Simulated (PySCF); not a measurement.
Species, as SMILES: F[Si]F (closed-shell singlet).
Geometry (B3LYP-D3(BJ)/def2-TZVP, fixed):
```xyz
3

Si     0.0153     0.0127     0.5768
F      1.0240    -0.6902    -0.4611
F     -1.0478     0.6704    -0.4362
```

Basis-set convergence of the isotropic shielding of F2 at PBE0 with PySCF. GIAO, no density fitting; atoms are numbered in the order shown. All functions are spherical. No added dispersion term, no relativity. Reference: the value in pcSseg-3, 143.15 ppm, itself unsure by roughly 1.12 ppm (its mean distance from pcseg-3, pcSseg-2). Deviations are taken from unrounded values. Cost is core time over that of 6-311++G(2d,2p), rough, on shared machines of one kind; a dash marks a row that isn't timed (too short, read off another run, short of memory, by another algorithm or on other hardware).

```json
[
 {"basis": "STO-3G", "functions": "19", "isotropic shielding of F2 (ppm)": "176.85", "minus reference (ppm)": "33.70", "cost": "-"},
 {"basis": "3-21G", "functions": "31", "isotropic shielding of F2 (ppm)": "135.11", "minus reference (ppm)": "-8.04", "cost": "-"},
 {"basis": "6-31G", "functions": "31", "isotropic shielding of F2 (ppm)": "107.19", "minus reference (ppm)": "-35.95", "cost": "-"},
 {"basis": "pcseg-0", "functions": "31", "isotropic shielding of F2 (ppm)": "149.43", "minus reference (ppm)": "6.28", "cost": "-"},
 {"basis": "def2-SVP", "functions": "46", "isotropic shielding of F2 (ppm)": "143.78", "minus reference (ppm)": "0.63", "cost": "-"},
 {"basis": "pcSseg-1", "functions": "58", "isotropic shielding of F2 (ppm)": "127.87", "minus reference (ppm)": "-15.28", "cost": "0.5×"},
 {"basis": "aug-pcseg-1", "functions": "73", "isotropic shielding of F2 (ppm)": "149.62", "minus reference (ppm)": "6.47", "cost": "0.7×"},
 {"basis": "6-311++G(2d,2p)", "functions": "89", "isotropic shielding of F2 (ppm)": "149.07", "minus reference (ppm)": "5.92", "cost": "1×"},
 {"basis": "pcseg-2", "functions": "94", "isotropic shielding of F2 (ppm)": "140.42", "minus reference (ppm)": "-2.72", "cost": "1×"},
 {"basis": "jun-cc-pV(T+d)Z", "functions": "126", "isotropic shielding of F2 (ppm)": "151.23", "minus reference (ppm)": "8.09", "cost": "3×"},
 {"basis": "def2-TZVPPD", "functions": "128", "isotropic shielding of F2 (ppm)": "146.19", "minus reference (ppm)": "3.05", "cost": "3×"},
 {"basis": "aug-pcseg-2", "functions": "142", "isotropic shielding of F2 (ppm)": "142.66", "minus reference (ppm)": "-0.48", "cost": "4×"},
 {"basis": "cc-pCVTZ", "functions": "145", "isotropic shielding of F2 (ppm)": "137.61", "minus reference (ppm)": "-5.54", "cost": "5×"},
 {"basis": "aug-cc-pV(T+d)Z", "functions": "147", "isotropic shielding of F2 (ppm)": "153.16", "minus reference (ppm)": "10.01", "cost": "6×"},
 {"basis": "def2-QZVPP", "functions": "184", "isotropic shielding of F2 (ppm)": "145.46", "minus reference (ppm)": "2.32", "cost": "10×"},
 {"basis": "pcseg-3", "functions": "184", "isotropic shielding of F2 (ppm)": "141.41", "minus reference (ppm)": "-1.73", "cost": "10×"},
 {"basis": "aug-cc-pV(Q+d)Z", "functions": "249", "isotropic shielding of F2 (ppm)": "147.66", "minus reference (ppm)": "4.51", "cost": "30×"},
 {"basis": "aug-pcseg-3", "functions": "259", "isotropic shielding of F2 (ppm)": "141.35", "minus reference (ppm)": "-1.79", "cost": "40×"}
]
```
